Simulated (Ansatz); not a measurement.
**Worked example: C4H4F2 + C3H8Mg → C4H5F + C3H7FMg**

Species: C4H4F2 `CC#CC(F)F`, singlet; C3H8Mg `C[CH](C)[MgH]`, singlet; C4H5F `CC#CCF`, singlet; C3H7FMg `C[CH](C)[Mg][F]`, singlet. The partners trade F for H: C–F and Mg–H bonds give way to C–H and Mg–F.

Shapes, held fixed at every level: PBE0-D4/def2-TZVP. Programs: Ansatz 0.2.0. Electronic energies: no zero-point or thermal term.

At CCSD(T)/def2-TZVPP; 1 Eh = 2625.50 kJ/mol:

```
species  energy (Eh)
 C4H4F2  -353.956389
 C3H8Mg  -318.689967
  C4H5F  -254.811702
C3H7FMg  -417.923966
```

Problem. Work out ΔE of the reaction at this level.

Solution. 
1. Products less reactants: (-254.811702) + (-417.923966) − [(-353.956389) + (-318.689967)] = -0.089312 Eh = -234.5 kJ/mol.

Other levels give -249.4 (MP2/def2-TZVPP) to -228.6 kJ/mol (PBE-D4/def2-TZVPP). No measured value is set beside it here. Outer-core shells of Mg are correlated in most correlated rows, in sets that cover them unevenly.
